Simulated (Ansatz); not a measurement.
A structure relaxed at PBE0-D4/def2-TZVP, charge 0, multiplicity 1:

```tsv
atom	x (Å)	y (Å)	z (Å)
C1	-0.794	-1.188	0.986
C2	-0.134	-0.348	0.203
N3	0.994	0.486	0.315
Si4	0.289	0.698	-1.203
Cl5	-0.751	2.393	-1.643
H6	-1.664	-1.710	0.613
H7	-0.487	-1.375	2.011
H8	1.521	0.740	1.135
H9	1.025	0.303	-2.416
```

(1) Give its formula and SMILES.

(2) Summarise the bond lengths by kind.

Results:

(1) C2H4ClNSi, `C=C1N[SiH]1Cl`.

(2) 1 × C–C 1.325 Å; 2 × C–H 1.081 to 1.085 Å; 1 × C–N 1.408 Å; 1 × C–Si 1.802 Å; 1 × N–Si 1.688 Å; 1 × H–N 1.007 Å; 1 × Cl–Si 2.036 Å; 1 × H–Si 1.473 Å.

Computed with Ansatz.
